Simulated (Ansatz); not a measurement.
CH8O4Si2 (`C[SiH](O)[Si](O)(O)O`). The species carries charge 0 and has multiplicity 1.

Z-matrix (Å, degrees):
```
C
Si 1 1.861
H 1 1.092 2 110.9
H 1 1.093 2 110.4 3 120.2
H 1 1.093 2 110.5 3 -120.3
O 2 1.656 1 108.8 3 -64.4
Si 2 2.349 1 113.9 3 54.8
H 2 1.498 1 108.4 3 175.7
H 6 0.960 2 114.5 1 143.9
O 7 1.646 2 101.1 1 -142.2
O 7 1.642 2 116.4 1 -26.0
O 7 1.649 2 114.4 1 95.2
H 10 0.960 7 118.0 2 166.9
H 11 0.959 7 116.2 2 103.4
H 12 0.958 7 117.3 2 44.2
```

Give the diagnostics of a CCSD(T)/def2-TZVPP run (frozen core, Ansatz). (Best estimate.)

Ansatz gave: T1 = 0.0120, largest single amplitude 0.013, largest double 0.014, (T) share of the correlation energy 3.5 %, 9 CCSD cycles. The RHF solution is stable towards an unrestricted one. T1 lies under the customary mark of 0.02 for closed shells.
